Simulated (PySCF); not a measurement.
**A small calculation by hand: entropy of an ideal gas**

Cu₂, SMILES [Cu][Cu], multiplicity 1.

The structure is a stationary point at PBE-D3(BJ)/def2-TZVP. The spin state was assumed, not searched.

PBE-D3(BJ)/def2-TZVP (PySCF) gives the harmonic wavenumbers 254 cm⁻¹ and the rotational temperature 0.1485 K. The molar mass is 127.09 g/mol, the symmetry number 2, the spin multiplicity 1.

Task: Work out the entropy at 298.15 K and 1 atm in the rigid-rotor, harmonic-oscillator model.

Result: 
Translation (Sackur–Tetrode at 1 atm): S = R[1.5 ln M + 2.5 ln T − 1.16487] = 169.2 J/(mol K).
Rotation: q = T/(σ θ) = 1000, S = R[ln q + 1] = 65.8 J/(mol K).
Vibration: with u = 1.4388 ν/T, each mode gives R[u/(e^u − 1) − ln(1 − e^−u)]:
```tsv
ν (cm⁻¹)	modes	u	S (J/(mol K))
254	1	1.23	7.12
```
These are all the modes. Sum 7.1 J/(mol K).
Spin: R ln 1 = 0.0 J/(mol K).
Total 242.1 J/(mol K); the program's own thermochemistry gives 242.1. Translation makes up 70 % and vibration 3 %. Anharmonicity, hindered rotation and orbital degeneracy are left out.
